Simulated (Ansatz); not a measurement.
Coupled-cluster diagnostics for NaI₂, Ansatz.

Geometry of the doublet (B3LYP-D4/def2-TZVP):

Cartesian coordinates in Å:
```
Na 0.007 -0.003 -0.003
I -1.613 -2.155 -1.096
I 1.606 2.158 1.099
```

In the def2 sets I takes a core potential; there is no spin–orbit coupling. Correlated methods freeze 9 core orbitals; core or outer-core shells of Na, I are correlated, in sets that lack core-valence functions. Another isomer (doublet) lies 0.54 eV lower at PBE0-D4/def2-TZVP; other spin states weren't run for this one.

Estimate the CCSD(T) correlation energy, the shares of MP2 and (T), T1 and the reference's ⟨S²⟩ for: charge 0, doublet, own geometry in def2-TZVPP; and the rough time on 4 threads of Arm Neoverse V1 on a shared host.


| state | basis | correlation (eV) | MP2 share (%) | (T) share (%) | T1 | ⟨S²⟩ (pure) | wall time |
| --- | --- | --- | --- | --- | --- | --- | --- |
| charge 0, doublet, own geometry | def2-TZVPP | -30.187 | 102.2 | 1.7 | 0.007 | 0.76 (0.75) | 46 s |
Customary marks for T1 are 0.02 (closed shells), 0.045 (open shells) and about 0.05 (3d metals). T1 stays under 0.02 throughout.
